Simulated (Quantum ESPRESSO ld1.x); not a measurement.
Problem. Ho4+, configuration [Kr] 4d10 4f9 5s2 5p5.75 6p0.25 (fractional occupations, a model configuration). All-electron calculation, Dirac Kohn-Sham, PW86 exchange with PBE correlation, spin-unpolarised, spherical densities, point nucleus; open shells are shared between the two j in proportion to 2j + 1. Program: ld1.x of Quantum ESPRESSO 7.5.

Spin-orbit splittings of the eigenvalues, e(l+1/2) - e(l-1/2), with zeta = 2 splitting/(2l+1) and mean radii in bohr:

shell  occ.  splitting (eV)  zeta (eV)  <r> j=l-1/2  <r> j=l+1/2
2p        6           856.8      571.2      0.07291      0.08007
3p        6           179.0      119.3       0.2191       0.2326
3d       10           39.05      15.62       0.2054       0.2096
4p        6           40.27      26.85       0.5270       0.5572
4d       10           7.364      2.946       0.5856       0.5962
4f        9           1.119     0.3196       0.7375       0.7467
5p     5.75               ?          ?        1.345        1.426
5d        0          0.6682     0.2673        1.864        1.896
6p     0.25           1.258     0.8389        3.087        3.222

Estimate the 5p splitting.

Solution. 6.019 eV (zeta = 4.013 eV).
